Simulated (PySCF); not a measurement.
CH₅AlO₂. Atoms are numbered in the order given.

```xyz
9

Al     0.0472    -0.0049     0.0000
C     -1.8884    -0.0011     0.0000
H     -2.2674     1.0355     0.0000
H     -2.2971    -0.4970    -0.8947
H     -2.2971    -0.4970     0.8947
O      0.8719    -0.0003    -1.4933
H      1.8137     0.0163    -1.6664
O      0.8719    -0.0003     1.4933
H      1.8137     0.0163     1.6664
```

Geometry: ωB97X-D3(BJ)/def2-SVP. The isomer is the one that the SMILES or the coordinates give; other isomers of the formula were not compared. The values are those of a single conformer.

These are PBE/def2-TZVP run with PySCF values and carry that method's errors.

Symmetry labels are those of the subgroup Cs that the program uses (full group Cs).

Computed valence orbital energies around the gap with their symmetry:
```
orbital  symmetry  energy (eV)
-------  --------  -----------
HOMO−7         A"       -11.84
HOMO−6         A'        -9.46
HOMO−5         A"        -9.40
HOMO−4         A'        -8.25
HOMO−3         A'        -7.55
HOMO−2         A'        -7.30
HOMO−1         A"        -7.13
HOMO           A"        -7.09
LUMO           A'        -0.91
LUMO+1         A'        -0.19
LUMO+2         A'         0.70
LUMO+3         A"         0.80
```
